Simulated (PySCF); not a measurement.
Si(Cl)(NCO)(OH)2 (CH₂ClNO₃Si), SMILES O[Si](Cl)(N=C=O)O.

Geometry optimised at PBE-D3(BJ)/def2-SVP. The structure was generated by enumeration, and PubChem lists no compound with its InChIKey, so it may never have been made. Other conformers were not sampled.

Vertical ionisation energy (IE) and electron affinity (EA) in eV. Rows of orbital energies are one-electron estimates. Where ΔSCF, EOM or ADC give a negative EA the extra electron is unbound and the value depends on the basis.

| level | IE | EA |
|---|---|---|
| −ε(HOMO), −ε(LUMO), r2SCAN/def2-TZVP (PySCF) | 7.87 | 0.58 |
| −ε(HOMO), −ε(LUMO), PBE/def2-TZVP (PySCF) | ___ | ___ |

Problem. Complete the blanks. (An estimate is asked for; the answer gives what the named calculation found.)

Solution. 
- −ε(HOMO), −ε(LUMO), PBE/def2-TZVP (PySCF), IE: 7.52
- −ε(HOMO), −ε(LUMO), PBE/def2-TZVP (PySCF), EA: 0.91
